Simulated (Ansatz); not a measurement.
Wavefunction ladder for FH$_{5}$OSSi$_{2}$ (`O[Si](F)([SiH3])S`)

```json
{"atom": "O1", "x (Å)": "1.733", "y (Å)": "0.617", "z (Å)": "-0.815"}
{"atom": "Si2", "x (Å)": "0.161", "y (Å)": "0.222", "z (Å)": "-0.642"}
{"atom": "F3", "x (Å)": "-0.790", "y (Å)": "1.330", "z (Å)": "-1.297"}
{"atom": "Si4", "x (Å)": "-0.304", "y (Å)": "0.080", "z (Å)": "1.639"}
{"atom": "S5", "x (Å)": "-0.180", "y (Å)": "-1.588", "z (Å)": "-1.723"}
{"atom": "H6", "x (Å)": "2.117", "y (Å)": "0.595", "z (Å)": "-1.695"}
{"atom": "H7", "x (Å)": "-1.732", "y (Å)": "-0.299", "z (Å)": "1.804"}
{"atom": "H8", "x (Å)": "0.554", "y (Å)": "-0.971", "z (Å)": "2.243"}
{"atom": "H9", "x (Å)": "-0.059", "y (Å)": "1.379", "z (Å)": "2.318"}
{"atom": "H10", "x (Å)": "-1.500", "y (Å)": "-1.364", "z (Å)": "-1.832"}
```

The species carries charge 0 and has multiplicity 1. The structure was optimised at the PBE0-D4/def2-TZVP level. It is one conformer, not always the lowest. Frozen core, restricted reference, Ansatz. CBS rows extrapolate triple and quadruple zeta; past MP2 they add the triple-zeta difference.

| basis | HF (Eh) | MP2 corr. | CCSD corr. | (T) | CCSD(T) total |
| --- | --- | --- | --- | --- | --- |
| def2-TZVPP | -1152.88135 | ? | -0.95741 | ? | ? |
| def2-QZVPP | -1152.91942 | -0.98862 | – | – | – |
| CBS(def2) | -1152.92466 | ? | ? | as TZ | ? |

**Question.** Fill in the withheld values. (Estimate.)

**Answer.** Ansatz gave: def2-TZVPP MP2 corr.: -0.90884; def2-TZVPP (T): -0.03470; def2-TZVPP CCSD(T) total: -1153.87346; CBS(def2) MP2 corr.: -1.04771; CBS(def2) CCSD corr.: -1.09628; CBS(def2) CCSD(T) total: -1154.05564.
